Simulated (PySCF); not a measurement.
Does the answer move with the share of exact exchange?

Species: H₈N₂Si₂.
InChI=1S/H8N2Si2/c1-4-2-3/h2H,1,4H2,3H3

Torsions of this conformer, `[NH2:1][SiH2:2][NH:3][SiH3:4]`: N1–Si2–N3–Si4 139°, H–N1–Si2–N3 147°, H–N1–Si2–N3 -65°.

PySCF, pcSseg-2 basis, density fitting, gas phase, PBE0-D3(BJ)/def2-SVP geometry. One functional is left out:

```json
{"functional": "B97-D", "exact exchange (%)": "0", "HOMO energy (eV)": "-6.06", "LUMO energy (eV)": "-0.46", "dipole moment (D)": "1.626"}
{"functional": "BLYP", "exact exchange (%)": "0", "HOMO energy (eV)": "-5.94", "LUMO energy (eV)": "-0.53", "dipole moment (D)": "1.618"}
{"functional": "BP86", "exact exchange (%)": "0", "HOMO energy (eV)": "-6.17", "LUMO energy (eV)": "-0.59", "dipole moment (D)": "1.636"}
{"functional": "LDA", "exact exchange (%)": "0", "HOMO energy (eV)": "-6.16", "LUMO energy (eV)": "-0.82", "dipole moment (D)": "1.626"}
{"functional": "OPBE", "exact exchange (%)": "0", "HOMO energy (eV)": "-6.01", "LUMO energy (eV)": "-0.41", "dipole moment (D)": "1.680"}
{"functional": "PBE", "exact exchange (%)": "0", "HOMO energy (eV)": "-6.06", "LUMO energy (eV)": "-0.62", "dipole moment (D)": "1.646"}
{"functional": "B97-2", "exact exchange (%)": "21", "HOMO energy (eV)": "-7.14", "LUMO energy (eV)": "0.20", "dipole moment (D)": "1.576"}
{"functional": "PBE0", "exact exchange (%)": "25", "HOMO energy (eV)": "-7.40", "LUMO energy (eV)": "0.17", "dipole moment (D)": "1.578"}
{"functional": "mPW1PW91", "exact exchange (%)": "25", "HOMO energy (eV)": "-7.43", "LUMO energy (eV)": "0.18", "dipole moment (D)": "1.577"}
{"functional": "BHandHLYP", "exact exchange (%)": "50", "HOMO energy (eV)": "-8.67", "LUMO energy (eV)": "0.84", "dipole moment (D)": "1.500"}
```

Question: Predict the row of B3LYP (20 % exact exchange) by straight lines through the other rows, and check it.

Answer: 
```csv
property,line,computed,computed − line,"B97-2 (21 %), for comparison"
HOMO energy (eV),-7.12,-7.18,-0.06,-7.14
LUMO energy (eV),0.03,-0.07,-0.10,0.20
dipole moment (D),1.585,1.562,-0.023,1.576
```

Question: Which of these properties follows the share of exact exchange most closely, and which least?

Answer: Most closely the HOMO energy, least the dipole moment; the correlations over the tabulated rows are HOMO energy -0.997, LUMO energy 0.973, dipole moment -0.940. The HOMO energy moves by -0.524 eV for every 10 %. Functionals with the same share still differ in their other parts: at 0 % BLYP and BP86 differ by 0.23 eV in it.
